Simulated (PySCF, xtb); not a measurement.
TaCl4, SMILES [Cl][Ta+]([Cl])([Cl])[Cl], charge +1, multiplicity 1.

Harmonic wavenumbers (cm⁻¹) from xtb 6.7.1 with GFN2-xTB at its own minimum, in rising order: 97, 97, 97, 108, 108, 318, 368, 368, 368.

Question: What does PBE-D3(BJ)/def2-SVP in PySCF give at its own minimum? (An estimate is asked for; the answer gives what the named calculation found.)

Answer: 109, 109, 109, 118, 118, 422, 447, 447, 447. Paired by order, the mean absolute difference is 44 cm⁻¹ and the zero-point energies are 2.8 and 3.3 kcal/mol.
